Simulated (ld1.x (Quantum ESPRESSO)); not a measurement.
# rubidium: one change to an RRKJ potential, before and after

- Element: Rb
- Generator: ld1.x (Quantum ESPRESSO) 7.5
- Type: norm-conserving RRKJ (Kleinman–Bylander form)
- Functional: LDA (PZ)
- Relativity: fully relativistic
- Frozen core: [Ar] 3d10
- Valence charge: 9
- Reference configuration: 4s2 4p6 4d0 5s0 5p0 (charge +1)
- Partial waves: 4s (bound): rc 2.15 bohr; 4p (bound): rc 1.95 bohr; 4d (bound, empty): rc 2.95 bohr
- Local potential: the d channel
- Core correction: none
- rho0: 0.02

Open shells are filled in proportion to 2j + 1 (rel_dist='average').

Change: all radii scaled by about 0.88 (s 1.88, p 1.72, d 2.58 bohr).

Cutoffs: the cutoffs (Ry, on a coarse ladder) from which the occupation-weighted sum of valence levels, in a spherical-Bessel basis at the reference potential, stays within 10 and 1 mRy of its value at 400 Ry; they do not see the model core or the augmentation charge, which bear on the density cutoff. Errors are all-electron minus pseudo energies relative to the spin-unpolarised reference configuration.

Problem. How do hardness, ghosts and transferability respond?

Solution. The potential gets harder (35 Ry and 40 Ry → 45 Ry and 55 Ry); of the 7 tests that both files solve, the error grows in 5 and shrinks in 1 by more than 15 % and 0.3 meV (median size 10.7 → 16.0 meV); neither file shows a bound ghost. A smaller radius makes the pseudo-wave follow the all-electron one further in, where it bends more sharply, so more plane waves are needed.

| quantity | base | changed |
| --- | --- | --- |
| cutoff, loose | 35 Ry | 45 Ry |
| cutoff, tight | 40 Ry | 55 Ry |
| loose cutoff by channel (10 mRy a level) | s 25 Ry, p 25 Ry | s 25 Ry, p 35 Ry |
| bound ghosts | none | none |
| error for 4s2 4p6 4d0 5s1 5p0, meV [ΔE -4.28 eV] | -17 | -24 |
| error for 4s2 4p6 4d0 5s0.5 5p0, meV [ΔE -2.62 eV] | -11 | -16 |
| error for 4s2 4p6 4d0 5s0 5p1, meV [ΔE -2.66 eV] | -6.3 | -5.1 |
| error for 4s1 4p6 4d0 5s1 5p0, meV [ΔE 33.55 eV] | -26 | -77 |
| error for 4s2 4p5 4d0 5s1 5p0, meV [ΔE 16.97 eV] | -18 | -57 |
| error for 4s2 4p6 4d1 5s0 5p0, meV [ΔE -1.96 eV] | +0.2 | +0.3 |
| error for 4s2 4p6 4d0.5 5s0.5 5p0, meV [ΔE -3.12 eV] | -8.5 | -13 |
